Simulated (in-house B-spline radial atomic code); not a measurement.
Inner levels of cerium as electrons are removed. A shift is the extra binding of the orbital against the neutral atom ([Xe] 4f1 5d1 6s2). Computed with an all-electron radial atomic-structure program (B-spline basis): non-relativistic Hartree-Fock, average of the configuration, point nuclei.

This level leaves out relativity, spin-orbit splitting included, which matters for heavy ions.

| ion | configuration | shift of 3d (eV) | shift of 3s (eV) | shift of 2p (eV) | radius of 3d (bohr) | radius of 3s (bohr) | radius of 2p (bohr) | Σ<r²> (bohr²) | change of density at nucleus (bohr⁻³) |
| --- | --- | --- | --- | --- | --- | --- | --- | --- | --- |
| Ce22+ | [Ar] 3d10 4s2 4p6 | 600.78 | 595.89 | 627.29 | 0.25027 | 0.28918 | 0.095223 | 5.0009 | 111.5 |
| Ce23+ | [Ar] 3d10 4s2 4p5 | 646.77 | 640.93 | 676.81 | 0.24983 | 0.28884 | 0.09521 | 4.5144 | 139.21 |
| Ce24+ | [Ar] 3d10 4s2 4p4 | 693.49 | 686.64 | 727.23 | 0.24938 | 0.28849 | 0.095194 | 4.0439 | 167.7 |
| Ce25+ | [Ar] 3d10 4s2 4p3 | 740.92 | 733.02 | 778.52 | 0.24892 | 0.28812 | 0.095177 | 3.5885 | 196.99 |
| Ce26+ | [Ar] 3d10 4s2 4p2 | 789.06 | 780.07 | 830.7 | 0.24844 | 0.28775 | 0.095159 | 3.1477 | 227.06 |
| Ce27+ | [Ar] 3d10 4s2 4p1 | 837.91 | 827.77 | 883.75 | 0.24795 | 0.28736 | 0.09514 | 2.7208 | 257.92 |
| Ce28+ | [Ar] 3d10 4s2 | 887.45 | 876.12 | 937.67 | 0.24745 | 0.28696 | 0.09512 | 2.3071 | 289.58 |
| Ce29+ | [Ar] 3d10 4s1 | 937.56 | 923.82 | 991.77 | 0.24695 | 0.28702 | 0.095101 | 1.9088 | -103.27 |
| Ce30+ | [Ar] 3d10 | 988.31 | 972.08 | 1046.65 | 0.24645 | 0.28676 | 0.095082 | 1.5217 | -511.55 |
| Ce31+ | [Ar] 3d9 | 1078.67 | 1053.64 | 1155.72 | 0.24376 | 0.28486 | 0.094993 | 1.425 | -449.26 |
| Ce32+ | [Ar] 3d8 | 1170.57 | 1136.35 | 1266.89 | 0.24113 | 0.28297 | 0.094899 | 1.3323 | -385.08 |
